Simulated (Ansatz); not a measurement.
Two isomers of C2H3AlO2: A = `C=[C]1[O][Al]1[OH]`, B = `C#[C][Al]([OH])[OH]`.

Gas-phase electronic energies from Ansatz, PBE0-D4/def2-TZVP geometries. CCSD(T)/CBS is the MP2 limit (def2-TZVPP, def2-QZVPP) plus CCSD(T) − MP2 in def2-TZVPP, frozen cores. DFT in def2-TZVPP. B3LYP here is the variant with VWN-RPA as its local correlation; programs differ in this. One conformer a species, not always the lowest.

A:

```xyz
8

C    -0.746    1.694   -0.559
C    -0.277    0.566   -0.061
O    -0.354    0.128    1.298
Al    0.463   -1.064    0.377
O     1.187   -2.556    0.572
H    -1.257    2.415    0.073
H    -0.625    1.916   -1.611
H     1.608   -3.099   -0.090
```

B:

```xyz
8

C     1.0210    1.8854    1.1906
C     0.4565    0.9740    0.6312
Al   -0.3762   -0.4707   -0.2683
O     0.4922   -1.5130   -1.2750
O    -2.0285   -0.7161   -0.0528
H     1.5110    2.6920    1.6878
H     1.4299   -1.4250   -1.4358
H    -2.5058   -1.4266   -0.4777
```

Which isomer does CCSD(T)/CBS put lower? Give the gap. (An estimate is asked.)

Ansatz gave: B, by 42.2 kcal/mol.

Give E(B) − E(A) in kcal/mol with LDA (SPW92), B2PLYP, CCSD(T)/def2-TZVPP, HF/def2-TZVPP, B3LYP-D4, B3LYP, r2SCAN-D4. (Best estimate.)

Computed: LDA (SPW92) -25.1, B2PLYP -40.7, CCSD(T)/def2-TZVPP -41.9, HF/def2-TZVPP -50.0, B3LYP-D4 -38.1, B3LYP -38.3, r2SCAN-D4 -34.4. None reverses the order clearly.

Does the order hold for the free energy at 298.15 K (harmonic terms from PBE0-D4)? (Estimate.)

Ansatz gave: Yes: G(B) − G(A) = -43.8 kcal/mol, for one conformer each.

Largest T1 diagnostic: 0.016.

From r2SCAN to r2SCAN0 (25 % exact exchange), in def2-TZVPP and without D4, E(B) − E(A) moves by −2.0 kcal/mol. Leaving LDA and LC-ωPBE aside and taking each functional with its dispersion term where it has one, the values, not all of them listed here, spread over 11.7 kcal/mol, from BHLYP-D4 to PBE-D4. LDA lies +5.1 kcal/mol from PBE without D4.
